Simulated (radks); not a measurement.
Q: Method: non-relativistic Kohn-Sham, exchange-only LDA, spin-polarised, spherical densities, point nucleus; open shells are filled with parallel spins first (spin-orbit coupling, left out, can overturn this in heavy ions); computed with a radial shooting solver on a logarithmic mesh with Libxc functionals. Response by self-consistent Sternheimer equations with the Hartree and adiabatic exchange-only LDA kernel. For heavy and open-shell atoms this level of theory can miss by tens of per cent. Rank Kr, B2+, S+, Ca, Li+, Kr+, Tc, Zr3+, Mo2+ (NIST ground configurations) by static dipole polarisability, largest first.

A: Ca 162.9, Tc 108.9, Kr 19.23, S+ 11.43, Kr+ 11.41, Mo2+ 10.66, B2+ 6.796, Zr3+ 5.799, Li+ 0.2197 bohr^3.
